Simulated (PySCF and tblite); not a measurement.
Results of a calculation; reference values are marked as such.
Stationary points of C$_{3}$H$_{11}$AsSi at GFN2-xTB, in Å:

Structure A

```
 1 C    -2.272    0.174    0.134
 2 C    -1.069   -0.541   -0.467
 3 As    0.414   -0.761    0.843
 4 C     1.764   -1.364   -0.471
 5 Si    1.094    1.467    0.889
 6 H    -3.089    0.241   -0.585
 7 H    -2.634   -0.364    1.012
 8 H    -2.003    1.184    0.442
 9 H    -0.709    0.004   -1.345
10 H    -1.371   -1.537   -0.809
11 H     2.756   -1.367   -0.020
12 H     1.541   -2.381   -0.796
13 H     1.783   -0.720   -1.350
14 H     0.290    2.265    1.824
15 H     2.494    1.577    1.320
16 H     1.003    2.131   -0.423
```

Structure B

```
 1 C    -1.941    0.383   -0.201
 2 C    -1.190   -0.941   -0.181
 3 As    0.552   -0.969    0.814
 4 C     1.731   -1.085   -0.773
 5 Si    0.949    1.298    1.196
 6 H    -2.879    0.282   -0.749
 7 H    -2.175    0.712    0.811
 8 H    -1.351    1.160   -0.685
 9 H    -0.987   -1.264   -1.206
10 H    -1.836   -1.704    0.267
11 H     2.769   -0.925   -0.482
12 H     1.657   -2.076   -1.222
13 H     1.463   -0.344   -1.526
14 H    -0.030    1.900    2.109
15 H     2.269    1.423    1.833
16 H     1.000    2.149   -0.005
```

Structure C

```
 1 C    -1.639    0.214   -0.677
 2 C    -1.218   -0.972    0.177
 3 As    0.689   -1.040    0.757
 4 C     1.566   -0.754   -0.994
 5 Si    0.910    1.137    1.561
 6 H    -2.694    0.138   -0.942
 7 H    -1.492    1.151   -0.142
 8 H    -1.068    0.251   -1.603
 9 H    -1.425   -1.901   -0.366
10 H    -1.827   -1.000    1.087
11 H     2.647   -0.731   -0.859
12 H     1.331   -1.582   -1.665
13 H     1.262    0.177   -1.469
14 H    -0.170    1.471    2.499
15 H     2.178    1.271    2.289
16 H     0.919    2.186    0.529
```

Level: PBE0/pcSseg-1 + D3(BJ) on GFN2-xTB stationary points, with GFN2-xTB thermal terms.

Problem. Which structure is a saddle point, and along which motion?

Solution. B: one imaginary mode (75i cm⁻¹ at GFN2-xTB, mostly on C1, C2, C4), along the rotation about the C2–As3 bond (torsion C1–C2–As3–C4 from -170° to -50°, rising).

Problem. Give their symmetry and energies above the lowest.

Solution. A C1, 0.0 kcal/mol; B C1, 2.5 kcal/mol; C C1, 0.5 kcal/mol.

Spin–orbit effects of heavy atoms on shieldings are missing.
